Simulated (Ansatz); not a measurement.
Correlation energies of `C=C[Si](N)(F)Cl` by basis set

```xyz
11

C    -0.3002    1.7746   -0.3911
C    -0.9509    0.6166   -0.4729
Si   -0.1295   -0.9895   -0.1153
N     1.3170   -0.7745    0.7402
F     0.2675   -1.7769   -1.4403
Cl   -1.5144   -2.1888    0.8216
H    -0.7865    2.7246   -0.5942
H     0.7506    1.8155   -0.1200
H    -2.0033    0.6208   -0.7475
H     2.0387   -1.4741    0.6668
H     1.3109   -0.3483    1.6526
```

The species carries charge 0 and has multiplicity 1. All single points use the PBE0-D4/def2-TZVP geometry. It is one conformer, not always the lowest. Frozen core, restricted reference, the Gaussian-basis code of Ansatz. CBS rows extrapolate triple and quadruple zeta; past MP2 they add the triple-zeta difference.

```tsv
basis	HF (Eh)	MP2 corr.	CCSD corr.	(T)	CCSD(T) total
def2-SVP	-980.69402	?	-0.88809	-0.02331	?
def2-TZVPP	-981.24971	-1.08452	-1.12872	?	?
def2-QZVPP	-981.28281	-1.17470	–	–	–
CBS(def2)	-981.28737	?	?	as TZ	?
```

Q: Fill in the withheld values. (Estimate.)

A: Ansatz gave: def2-SVP MP2 corr.: -0.83778; def2-SVP CCSD(T) total: -981.60542; def2-TZVPP (T): -0.04501; def2-TZVPP CCSD(T) total: -982.42344; CBS(def2) MP2 corr.: -1.24149; CBS(def2) CCSD corr.: -1.28569; CBS(def2) CCSD(T) total: -982.61807.
